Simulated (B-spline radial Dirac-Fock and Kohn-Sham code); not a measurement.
X-ray emission lines of Er³³⁺

System: the Er³³⁺ ion, configuration [Ar] 3d10 4s2 4p5.

Input of the calculation (task.json; shells as n, l, electrons):

```json
{"items": [{
  "Z": 68,
  "q": 33,
  "cfg": [[1, 0, 2], [2, 0, 2], [2, 1, 6], [3, 0, 2], [3, 1, 6], [3, 2, 10], [4, 0, 2], [4, 1, 5]],
  "A": 166,
  "rrms": 5.2516,
  "do": ["binding"]
}]}
```

Run with: `python xray_run.py task.json out`

These are calculated numbers from a B-spline atomic structure program; the model is ΔSCF Dirac-Fock with Breit, self-energy and vacuum polarisation, finite nucleus, configuration average. A line energy is the difference of two single-hole energies; the list is a selection of electric-dipole transitions between resolved j subshells. Electron correlation is not included.

| line | energy (eV) | wavelength (Å) |
| --- | --- | --- |
| K-M2 | 55528.6 | 0.22328 |
| K-L2 | 48221.3 | 0.25712 |
| L2-N1 | 9039.2 | 1.3716 |
| L2-M4 | 7860.7 | 1.5773 |
| L1-M2 | 7798.9 | 1.5898 |
| L2-M1 | 7095.3 | 1.7474 |
| M2-N1 | 1731.8 | 7.1591 |
